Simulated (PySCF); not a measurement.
Species: C₃H₁₀SSi₂.
Atom-mapped SMILES: `[CH2:1]=[C:2]([CH3:3])[SiH2:4][S:5][SiH3:6]` (hydrogens: H7, H8 on C1; H9, H10, H11 on C3; H12, H13 on Si4; H14, H15, H16 on Si6)

Structure used (PBE0-D3(BJ)/def2-SVP), in Å, numbered top down from 1:
```
atom  x, y, z in Å
C1    -1.9969   -1.2993   -1.2735
C2    -1.3753   -0.3124   -0.6117
C3    -1.9050    1.0900   -0.5492
Si4    0.2295   -0.7056    0.2671
S5     1.7410    0.6057   -0.5479
Si6    3.1516    0.5479    1.0694
H7    -1.5915   -2.3150   -1.3193
H8    -2.9435   -1.1268   -1.8010
H9    -1.1695    1.8046   -0.9537
H10   -2.8426    1.1966   -1.1157
H11   -2.0948    1.3971    0.4930
H12    0.1398   -0.4373    1.7382
H13    0.5911   -2.1382    0.0561
H14    3.5106   -0.8605    1.4176
H15    2.6075    1.2140    2.2901
H16    4.3644    1.2726    0.5947
```

Computed with TDDFT PBE0/def2-SVPD, vertical, gas phase, core orbitals frozen in the response (PySCF 2.14.0, density-fitted response routines).

Broadening: Gaussians 0.4 eV wide at half height, area fixed by f = 4.319×10⁻⁹ ∫ε dν̃. The width is an assumption, not a result. The curve ends short of the highest state used, and states not computed would add to its high-energy end.

λ (nm), ε (L mol⁻¹ cm⁻¹) and a bar:
```
    189.7      20625 ##############################
    192.4      17800 ##########################
    195.1      11924 #################
    197.8       6406 #########
    200.5       2878 ####
    203.2       1140 ##
    205.9        425 #
    208.6        168 
    211.3        103 
    214.0        130 
    216.7        207 
    219.4        302 
    222.1        377 #
    224.8        400 #
    227.5        365 #
    230.2        290 
    232.9        201 
    235.7        122 
    238.4         66 
    241.1         33 
    243.8         15 
    246.5          6 
    249.2          2 
    251.9          1
```

Problem. Locate the maxima and give the states behind the curve.

Solution. 224 nm (5.52 eV), ε about 400, made up of S1 (100%) (ε in L mol⁻¹ cm⁻¹; maxima over ε = 5, shares over 10%). At its high-energy end, 6.54 eV, the curve is still rising (ε about 21000, from S5 and S6). The states used: S1 5.52 eV (f 0.0059); S2 6.12 eV (f 0.0007); S3 6.29 eV (f 0.0086); S4 6.49 eV (f 0.0039); S5 6.52 eV (f 0.171); S6 6.56 eV (f 0.127); S7 6.84 eV (f 0.013); S8 6.93 eV (f 0.0064); S9 7.10 eV (f 0.014); S10 7.14 eV (f 0.0094).

Problem. On this curve, what absorbance would a 10⁻³ mol/L sample give at 193 nm over a 1 cm path?

Solution. 193 nm is 6.424 eV, where ε is about 17000 L mol⁻¹ cm⁻¹, so A = ε c l ≈ 17 (Beer–Lambert, with the gas-phase spectrum and the assumed width).

Problem. What would ε be at 5.52 eV, the highest of these maxima, with half the width (0.2 eV)?

Solution. About 801 L mol⁻¹ cm⁻¹ against 401, a factor of about 2.00; a lone state at its own centre would give exactly 2.

Problem. Coming from long wavelengths, where does ε first pass 100 L mol⁻¹ cm⁻¹?

Solution. At about 237 nm (5.24 eV), 0.28 eV below S1.

The vertical ionisation energy (ΔSCF) is 9.23 eV, 2.09 eV above S10.

One conformer stands for the species.
